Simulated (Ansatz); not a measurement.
Ideal-gas functions of `[NH2][Zn][AlH][Cl]` at 800 K and 1 bar, from an Ansatz frequency run at PBE0-D4/def2-TZVP.

Molar mass 144.86 g/mol, point group C1 (symmetry number 1), electronic degeneracy 1, moments of inertia 45.543, 519.925, 565.335 u Å². Harmonic wavenumbers (cm⁻¹, unscaled): 65, 94, 96, 135, 171, 293, 406, 513, 623, 641, 671, 1550, 1915, 3593, 3691.

Use S(trans) = R[1.5 ln M + 2.5 ln T − 1.1517]; rotational temperatures θ = 24.2544 K / I; S(rot) = R[ln(√π/σ · √(T³/θAθBθC)) + 1.5]; for each mode x = 1.438777 ν̃/T, S = R[x/(eˣ − 1) − ln(1 − e⁻ˣ)] and H = RT x/(eˣ − 1); 1 cm⁻¹ = 0.0119627 kJ/mol; R = 8.31446 J/(mol·K).

**Question.** By hand: the entropy, in J/(mol·K).

**Answer.** Translation 191.4. Rotation: θ = 0.5326, 0.0466, 0.0429 K, giving 129.1. Vibration, mode by mode: 26.17, 23.10, 22.93, 20.10, 18.15, 13.74, 11.11, 9.27, 7.79, 7.58, 7.24, 2.05, 1.21, 0.10, 0.08, in all 170.6. Electronic 0.0. Sum 491.1 J/(mol·K).

**Question.** By hand: H − E and G − E in kJ/mol, counted from the electronic energy.

**Answer.** Zero-point energy ½ × 14457 × 0.0119627 = 86.5; thermal vibration 56.3; translation, rotation and pV give 4 RT = 26.6. H − E = 169.4 kJ/mol, and G − E = 169.4 − 800 × 491.1/1000 = -223.5 kJ/mol.

Vibration gives 35 % of the entropy, 92.3 J/(mol·K) of it from the modes under 150 cm⁻¹: soft modes count most, and the harmonic formula is weakest for them. The sum counts one conformer and one mirror image; others add a mixing term.
